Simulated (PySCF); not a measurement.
Structure problem from calculated spectra and properties.

Formula: C6H9N.

| Property | Result |
| --- | --- |
| NMR, other nuclei | isotropic shieldings of nuclei other than C and H, by class: -121 (1 N) ppm [GIAO PBE0/pcSseg-1] |
| 13C NMR | chemical shifts (computed TMS as zero) by class: 163.4 (1 C), 148.2 (1 C), 146.5 (1 C), 133.4 (1 C), 128.0 (1 C), 52.8 (1 C) ppm [GIAO PBE0/pcSseg-1] |
| UV, strongest line | among the 6 lowest singlet transitions: S2 at 4.49 eV (276 nm, f = 0.525) [TDDFT PBE0/def2-SVPD] |
| Triplet | lowest triplet excitation (Tamm–Dancoff): 2.42 eV [TDA PBE0/def2-SVPD] |
| UV, first state | lowest singlet excitation: 3.78 eV (328 nm, f = 0.000) [TDDFT PBE0/def2-SVPD] |
| Polarisability | 93.2 au [PBE0/def2-SVPD] |
| 1H NMR | chemical shifts (computed TMS as zero) by class: 9.31 (1 H), 8.08 (1 H), 6.54 (1 H), 5.91 (1 H), 5.77 (1 H), 5.72 (1 H), 3.84 (3 H) ppm [GIAO PBE0/pcSseg-1] |
| Rotational structure | rotational constants A, B, C: 5.215, 1.495, 1.170 GHz [GFN2-xTB] |
| Dipole | 0.80 D [PBE0/def2-SVPD] |

Gas-phase values; electronic properties from PySCF, density fitting. Levels stand in brackets. NMR shifts are as computed; neighbouring signals can stand in another order in a measured spectrum. Geometry: GFN2-xTB, one conformer, isolated molecule. NMR values are class means; diastereotopic atoms form classes of their own.

Problem. Give a SMILES that accounts for the data.

Solution. Numbering: `[CH2:1]=[CH:2]/[CH:3]=[CH:4]\[CH:5]=[N:6]\[CH3:7]`. Its formula, C6H9N, gives 3 degrees of unsaturation: 0 rings and 3 π bonds in the structure found. 6 carbons fall into 6 classes; from least to most shielded: imine carbon [C5] (163.4 ppm), alkene CH carbon [C3] (148.2 ppm), alkene CH carbon [C2] (146.5 ppm), terminal =CH2 carbon [C1] (133.4 ppm), alkene CH carbon [C4] (128.0 ppm), N-methyl carbon [C7] (52.8 ppm). Hydrogen classes from least to most shielded: 1 H on an alkene CH carbon, C2 (9.31 ppm), 1 H on an imine carbon, C5 (8.08 ppm), 1 H on an alkene CH carbon, C3 (6.54 ppm), 1 H on an alkene CH carbon, C4 (5.91 ppm), 1 H on a terminal =CH2 carbon, C1 (5.77 ppm), 1 H on a terminal =CH2 carbon, C1 (5.72 ppm), 3 H on an N-methyl carbon, C7 (3.84 ppm, a mean of values up to 1.1 ppm apart in this geometry). The other shieldings belong to: -121 ppm, imine nitrogen [N6]. S1 is mainly HOMO−1→LUMO (weight 0.98); the largest Löwdin shares of the orbital it empties are 0.55 on the imine nitrogen, 0.11 on the imine carbon, 0.10 on the N-methyl carbon and 0.06 on the hydrogen on a C=N carbon, of the orbital it fills 0.17 on the terminal =CH2 carbon, 0.16 on each of 2 atoms of one kind (alkene CH carbon) and 0.16 on the imine nitrogen. The optimised geometry has point group Cs and is an asymmetric top. Structure: `C=C/C=C\C=N\C`. Computed isomers that give other values at the same levels: `[H]/N=C\C(=C)C1CC1` (rotational constant A: 4.767 GHz; this holds for the one conformer computed); `CC#CC1CNC1` (rotational constant A: 8.555 GHz; this holds for the one conformer computed); `C1=N[C@@H]1C1CCC1` (13C chemical shifts (computed TMS as zero) by class: 181.9 (1 C), 42.0 (1 C), 34.3 (1 C), 26.4 (1 C), 24.5 (1 C), 17.3 (1 C) ppm). The assignments are read from this structure; whether some other isomer fits the data as well wasn't checked.

The values belong to the conformer `[CH2:1]=[CH:2]/[CH:3]=[CH:4]\[CH:5]=[N:6]\[CH3:7]`: C1–C2–C3–C4 180°, C3–C4–C5–N6 0°.
